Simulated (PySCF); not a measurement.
Order these species by their calculated properties.

Species are written as SMILES; each is one conformer at its optimised geometry, gas phase, non-relativistic unless stated; the electronic structure was computed with PySCF and density fitting.

Dipoles, sizes and rotational constants follow the conformer. The torsions of the flexible species, by atom-mapped SMILES:
- `[CH3:1][CH:2]([CH3:3])[C:4](=[O:5])[c:6]1[cH:7][cH:8][cH:9][cH:10][cH:11]1`: C1–C2–C4–O5 -16°, C2–C4–C6–C7 169°
- `[Cl:1][CH2:2][SiH2:3][O:4][SiH2:5][c:6]1[cH:7][cH:8][cH:9][o:10]1`: Cl1–C2–Si3–O4 -61°, C2–Si3–O4–Si5 16°, Si3–O4–Si5–C6 -29°, O4–Si5–C6–C7 137°
- `[CH2:1]=[CH:2][C:3](=[CH2:4])[C@H:5]([CH3:6])[CH2:7][CH2:8][F:9]`: C1–C2–C3–C4 -170°, C2–C3–C5–C6 -93°, C3–C5–C7–C8 -61°, C5–C7–C8–F9 -177°
- `[CH3:1][CH2:2][Si:3]([PH2:4])([PH2:5])[O:6][SiH3:7]`: C1–C2–Si3–P4 49°, C2–Si3–O6–Si7 -51°, H–P4–Si3–C2 70°, H–P4–Si3–C2 163°, H–P5–Si3–C2 -170°, H–P5–Si3–C2 -77°
- `[CH:1]#[C:2][C@@H:3]([C:4](=[O:5])[NH:6][CH3:7])[CH:8]([F:9])[F:10]`: C2–C3–C4–O5 -152°, C3–C4–N6–C7 177°, C2–C3–C8–F9 -58°
- `[CH3:1][CH2:2][P:3]([C:4]([F:5])([F:6])[F:7])[C:8]([F:9])([F:10])[F:11]`: C1–C2–P3–C4 -75°, C2–P3–C4–F5 -151°, C2–P3–C8–F9 177°
- `[CH3:1][S:2][SiH2:3][Si@@H:4]([CH:5]=[O:6])[SiH2:7][SiH3:8]`: C1–S2–Si3–Si4 174°, S2–Si3–Si4–C5 -169°, Si3–Si4–C5–O6 67°, Si3–Si4–Si7–Si8 -53°
- `[O:1]=[CH:2][C@@H:3]1[O:4][CH2:5][C:6]([F:7])=[C:8]1[F:9]`: O1–C2–C3–O4 -154°
- `[CH3:1][C:2]([CH3:3])([CH3:4])[C@@H:5]([F:6])[C:7](=[O:8])[O-:9]`: C1–C2–C5–F6 65°, C2–C5–C7–O8 -66°

The conformers of `CC[Si@@H]1CCN[Si@@H]1SC`, `F[C@@H]1C[C@@H]2CCCC[C@@H]21`, `FC12CCC(CC1)CC2`, `C[SiH2][Si@H]([SiH2]S)[SiH2]C=O` and `F[C@@]12CCC[C@@H](CC1)C2` aren't listed.

Problem. Rank by HOMO–LUMO gap, highest first (PBE0/pcSseg-1 at GFN2-xTB geometries).
A. `c1(C(C(C)C)=O)ccccc1`
B. `C=CC(=C)[C@H](C)CCF`
C. `FC12CCC(CC1)CC2`
D. `CC[Si@@H]1CCN[Si@@H]1SC`
E. `ClC[SiH2]O[SiH2]c1ccco1`
F. `F[C@@H]1C[C@@H]2CCCC[C@@H]21`

Solution. F (9.21 eV), C (9.04 eV), E (6.38 eV), D (6.14 eV), B (5.91 eV), A (5.63 eV).

Problem. Rank by HOMO energy, lowest first (PBE0/pcSseg-1 at GFN2-xTB geometries).
A. `F[C@@]12CCC[C@@H](CC1)C2`
B. `FC12CCC(CC1)CC2`
C. `FC(F)[C@H](C(=O)NC)C#C`
D. `CC(C)C(=O)c1ccccc1`
E. `CCP(C(F)(F)F)C(F)(F)F`
F. `C[SiH2][Si@H]([SiH2]S)[SiH2]C=O`
G. `CC[Si](P)(P)O[SiH3]`

Solution. E (-8.41 eV), A (-8.31 eV), B (-8.13 eV), C (-7.57 eV), D (-7.26 eV), G (-6.88 eV), F (-6.73 eV).

Problem. By how much do the two ends of that ranking differ?

Solution. By 1.68 eV, between `C[SiH2][Si@H]([SiH2]S)[SiH2]C=O` and `CCP(C(F)(F)F)C(F)(F)F`.

Problem. Rank by smallest rotational constant, highest first (GFN2-xTB).
A. `CS[SiH2][Si@@H](C=O)[SiH2][SiH3]`
B. `O=C[C@@H]1OCC(F)=C1F`
C. `CC(C)(C)[C@@H](F)C(=O)[O-]`
D. `C#C[C@@H](C(=O)NC)C(F)F`
E. `CC(C)C(=O)c1ccccc1`

Solution. C (1.186 GHz), B (0.961 GHz), D (0.840 GHz), E (0.593 GHz), A (0.415 GHz).

Problem. By how much do the two ends of that ranking differ?

Solution. By 0.771 GHz, between `CC(C)(C)[C@@H](F)C(=O)[O-]` and `CS[SiH2][Si@@H](C=O)[SiH2][SiH3]`.

Problem. Rank by dipole moment, lowest first (PBE0/pcSseg-1 at GFN2-xTB geometries).
A. `CCP(C(F)(F)F)C(F)(F)F`
B. `CC[Si](P)(P)O[SiH3]`
C. `C=CC(=C)[C@H](C)CCF`
D. `CS[SiH2][Si@@H](C=O)[SiH2][SiH3]`
E. `CC(C)C(=O)c1ccccc1`

Solution. B (0.61 D), D (1.25 D), C (1.98 D), A (2.68 D), E (2.96 D).

Problem. By how much do the two ends of that ranking differ?

Solution. By 2.35 D, between `CC(C)C(=O)c1ccccc1` and `CC[Si](P)(P)O[SiH3]`.
